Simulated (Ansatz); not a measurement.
Compare A (`COCN[SiH3]`) with its isomer B (`OCCN[SiH3]`).

Computed with Ansatz on PBE0-D4/def2-TZVP structures; ΔE is electronic, products minus reactants. CCSD(T)/CBS is the MP2 limit (def2-TZVPP, def2-QZVPP) plus CCSD(T) − MP2 in def2-TZVPP, frozen cores. Functionals use def2-TZVPP. B3LYP here is the variant with VWN-RPA as its local correlation; programs differ in this. One conformer a species, not always the lowest.

(1) Which is lower in electronic energy at CCSD(T)/CBS, and by how much? (An estimate is asked.)

(2) Give E(B) − E(A) in kJ/mol with BLYP-D4, B3LYP, CCSD(T)/def2-TZVPP, ωB97M-V, B3LYP-D4, MP2/def2-TZVPP, r2SCAN-D4. (An estimate is asked.)

(3) Does the order hold for the free energy at 298.15 K (harmonic terms from PBE0-D4)? (An estimate is asked.)

Largest T1 diagnostic: 0.011.

## Answers

(1) Computed: B, by 24.9 kJ/mol.

(2) Computed: BLYP-D4 -14.7, B3LYP -19.0, CCSD(T)/def2-TZVPP -21.7, ωB97M-V -21.7, B3LYP-D4 -17.3, MP2/def2-TZVPP -24.4, r2SCAN-D4 -19.4. None reverses the order clearly.

(3) Computed: Yes: G(B) − G(A) = -24.4 kJ/mol, for one conformer each. Modes under 60 cm⁻¹, often nearly free rotors, make the harmonic entropy too high.

In def2-TZVPP, CCSD(T) changes the Hartree–Fock value by −3.0 kJ/mol (the triples alone add +0.9 kJ/mol) and MP2 by −5.7 kJ/mol. At CCSD(T), def2-SVP lies +8.3 kJ/mol from the extrapolated value and def2-TZVPP +3.2 kJ/mol.
